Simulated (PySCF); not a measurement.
Removing the step error of a finite difference

System: C3H5F3Si, singlet, at a GFN2-xTB geometry, atoms displaced at random by about 0.03 Å a coordinate. Level: PBE/STO-3G, gradient in PySCF. Sums are taken with unrounded values, so a last digit can differ.

Central differences of the energy along x of atom 2 gave a gradient component of -0.018883 Eh/bohr at step 0.05 and -0.017780 Eh/bohr at step 0.2 (atomic units).

### Question
Extrapolate to zero step.

### Answer
The leading error of a symmetric difference goes as h², so A(h) = A0 + c h². Then c = (-0.017780 - (-0.018883))/(0.2² - 0.05²) = 0.0294 (atomic units) and A0 = -0.018883 - c × 0.05² = -0.018957 Eh/bohr. The analytic value from the same program and level (with grid response) is -0.018957 Eh/bohr: the smaller step missed it by 0.000074, the extrapolation by 0.000001.
